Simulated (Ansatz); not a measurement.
Computed with Ansatz.

A structure relaxed at PBE0-D4/def2-TZVP, charge 0, multiplicity 1:

| atom | x (Å) | y (Å) | z (Å) |
| --- | --- | --- | --- |
| Cl1 | 0.7169 | 2.1986 | 0.4839 |
| Zr2 | -0.0162 | 0.0724 | -0.0471 |
| Cl3 | -1.2402 | 0.1407 | -2.0059 |
| I4 | 2.0954 | -1.5474 | -0.3682 |
| I5 | -1.5560 | -0.8642 | 1.9373 |

Q: Give its formula and SMILES.

A: Cl2I2Zr, `[Cl][Zr]([Cl])([I])[I]`.

Q: Point group (tolerance 0.08 Å, 0.16 Å for H)?

A: C2v.

Q: Summarise the bond lengths by kind.

A: 2 × Cl–Zr 2.311 Å; 2 × I–Zr 2.681 Å.
